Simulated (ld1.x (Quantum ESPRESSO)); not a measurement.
# Sb (Z = 51), TM: configuration errors across variants

- Element: antimony
- Generator: ld1.x (Quantum ESPRESSO) 7.5
- Type: norm-conserving Troullier–Martins (Kleinman–Bylander form)
- Functional: LDA (PZ)
- Relativity: scalar-relativistic
- Frozen core: [Kr]
- Valence charge: 15
- Reference configuration: 4d10 5s2 5p3
- Partial waves: 5s (bound): rc 1.60 bohr; 5p (bound): rc 2.25 bohr; 4d (bound): rc 1.00 bohr
- Local potential: the d channel
- Core correction: none

All-electron excitation energies from the reference (eV): (1) 4d10 5s2 5p2 8.521; (2) 4d10 5s2 5p1 24.774; (3) 4d10 5s2 5p0 49.559; (4) 4d10 5s1 5p3 17.339; (5) 4d10 5s0 5p5 16.646; (6) 4d10 5s1 5p4 8.209; (7) 4d10 5s2 5p3 spin -1.092; (8) 4d10 5s2 5p2 spin 7.930.

Spin tests fill each open shell by Hund’s rule, majority spin first.

Tests that are not counted but printed errors over 1 eV. “base”: 4d9 5s2 5p3 (solver errors, printed error -2027 eV). “wave 4d (bound): rc 1.00 bohr becomes 4d (bound): rc 1.30 bohr”: 4d9 5s2 5p3 (solver errors, printed error -10.9 eV). “wave 5p (bound): rc 2.25 bohr becomes 5p (bound): rc 2.24 bohr”: 4d9 5s2 5p3 (solver errors, printed error -2027 eV). “core correction a·sin(br)/r model core inside 1.08 bohr”: 4d9 5s2 5p3 (solver errors, printed error -39.7 eV). “wave 5s (bound): rc 1.60 bohr becomes 5s (bound): rc 2.38 bohr”: 4d9 5s2 5p3 (solver errors, printed error -2004 eV).

5 further variants failed, have other tests or another functional or relativity, and are left out.

A true bound ghost makes a file unfit for plane-wave use even where its test errors are small: the radial tests pick states by their node count and pass the ghost by. Where a test does run into it, the solver fails or the error is huge.

Errors AE − PS in meV (a dash: test not solved or not reliable):

| change | (1) | (2) | (3) | (4) | (5) | (6) | (7) | (8) | bound ghosts |
| --- | --- | --- | --- | --- | --- | --- | --- | --- | --- |
| base | -0.7 | +2.0 | +12 | +1.9 | -6.3 | -1.6 | +23 | +14 | s, p |
| wave 4d (bound): rc 1.00 bohr becomes 4d (bound): rc 1.30 bohr | -1.0 | +1.1 | +11 | +1.0 | -7.1 | -1.8 | +23 | +13 | s, p |
| wave 5p (bound): rc 2.25 bohr becomes 5p (bound): rc 2.24 bohr | -0.7 | +2.0 | +12 | +1.9 | -6.3 | -1.6 | +23 | +14 | s, p |
| all radii scaled by about 0.84 (s 1.34, p 1.88, d 0.84 bohr) | -0.9 | -0.2 | +0.1 | +5.9 | +5.8 | -0.1 | +19 | +11 | s, p |
| core correction a·sin(br)/r model core inside 1.08 bohr | -1.2 | -1.8 | -3.3 | -1.1 | -12 | -3.0 | +9.7 | +4.5 | s, p |
| wave 5s (bound): rc 1.60 bohr becomes 5s (bound): rc 2.38 bohr | -0.4 | +4.6 | +22 | -2.8 | -24 | -5.7 | +24 | +15 | s, p |

Give the same row for: core correction a·sin(br)/r model core inside 0.78 bohr.

-1.2, -1.9, -3.5, -1.2, -12, -3.0, +9.7, +4.5; bound ghosts: s, p. Not counted: 4d9 5s2 5p3 (solver errors, printed error -39.7 eV).
